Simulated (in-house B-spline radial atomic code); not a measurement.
Results of a calculation; reference values are marked as such.
## Light and heavy implants in Ge at 10 keV

The pair potential comes from two frozen, spherical free-atom densities (PBE, B-spline radial code, scalar-relativistic past argon): electrostatics plus the change in Thomas-Fermi kinetic and Dirac exchange energy where they overlap, the recipe behind the universal ZBL potential, which averages such potentials (from solid-state densities) over many pairs. It is written V = (Z1 Z2 e²/r) φ(r/a), with e² = 14.3996 eV·Å and a = 0.46850 Å/(Z1^0.23 + Z2^0.23); ZBL's fit is φ = 0.18175 e^(−3.1998x) + 0.50986 e^(−0.94229x) + 0.28022 e^(−0.4029x) + 0.02817 e^(−0.20162x). Where φ falls below 4e-4 it is continued as an exponential.

The target, Ge, is taken as amorphous, density 5.3234 g/cm³ (NSM archive of the Ioffe Institute); nuclear stopping from classical scattering on these potentials, electronic stopping by Lindhard and Scharff, compounds by atom fraction, projected range from N (S_n + S_e) dR_p/dE = 1 − N S_n (M2/M1) R_p/(2E), which runs up to 8 % short of the full integral equation; no channelling. Lindhard and Scharff's S_e can be off by tens of per cent.

```json
{"ion": "N", "mass (u)": "14.01", "N S_n (eV/nm)": "132", "N S_e (eV/nm)": "87.2", "S_n = S_e at (keV)": "21", "path (nm)": "63.2", "projected range (nm)": "18.7"}
{"ion": "O", "mass (u)": "16.0", "N S_n (eV/nm)": "167", "N S_e (eV/nm)": "92", "S_n = S_e at (keV)": "28", "path (nm)": "54", "projected range (nm)": "16.6"}
{"ion": "F", "mass (u)": "19.0", "N S_n (eV/nm)": "213", "N S_e (eV/nm)": "93.5", "S_n = S_e at (keV)": "42", "path (nm)": "46", "projected range (nm)": "15"}
{"ion": "Cl", "mass (u)": "35.45", "N S_n (eV/nm)": "532", "N S_e (eV/nm)": "115", "S_n = S_e at (keV)": "160", "path (nm)": "23.4", "projected range (nm)": "9.79"}
{"ion": "Ar", "mass (u)": "39.95", "N S_n (eV/nm)": "595", "N S_e (eV/nm)": "113", "S_n = S_e at (keV)": "200", "path (nm)": "21.6", "projected range (nm)": "9.49"}
{"ion": "Ga", "mass (u)": "69.72", "N S_n (eV/nm)": "1070", "N S_e (eV/nm)": "127", "S_n = S_e at (keV)": "650", "path (nm)": "14.3", "projected range (nm)": "7.67"}
{"ion": "Sb", "mass (u)": "121.76", "N S_n (eV/nm)": "1600", "N S_e (eV/nm)": "131", "S_n = S_e at (keV)": "1900", "path (nm)": "10.6", "projected range (nm)": "6.93"}
```

(1) How do the nuclear share and the range change from the lightest ion to the heaviest?

(2) With a displacement energy of 15 eV taken for illustration, how many displacements per nanometre does Cl start at entry, by the rule 0.8 E_damage/(2 E_d)?

Results:

(1) The nuclear share goes from 60 % for N to 92 % for Sb, and the projected range from 18.7 to 6.93 nm, a factor of 2.7. S_e changes by a factor of 1.51, since the heavy ion is slower but has the larger Z1, while S_n grows 12-fold. The heavy ion also keeps its direction better: R_p is 0.65 of the path, against 0.30.

(2) Taking all nuclear loss as damage energy, an upper bound, 0.8 × 532/(2 × 15) = 14.2 per nm.
